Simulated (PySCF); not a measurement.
Job for PySCF: R-M06-2X/6-31G* on HCl (SMILES Cl).

```python
from pyscf import gto, scf, dft, mp
from pyscf.data.elements import chemcore

mol = gto.M(
    atom='''
    Cl   -0.06853986   -0.33803311   -0.32481316
    H    -0.67544480   -1.32229006    0.22906320
    ''',
    basis='6-31g*',
    cart=True,
    charge=0, spin=0, verbose=3, max_memory=1800)
mf = dft.RKS(mol, xc='m062x')
mf.conv_tol = 1e-8
mf.max_cycle = 100
mf.kernel()
if not mf.converged:
    mf = mf.newton().run(mf.mo_coeff, mf.mo_occ)
```

The log:

```
converged SCF energy = -460.755519568575
```

The run converged.

Cost: about 2.4 core-seconds (a rough figure).
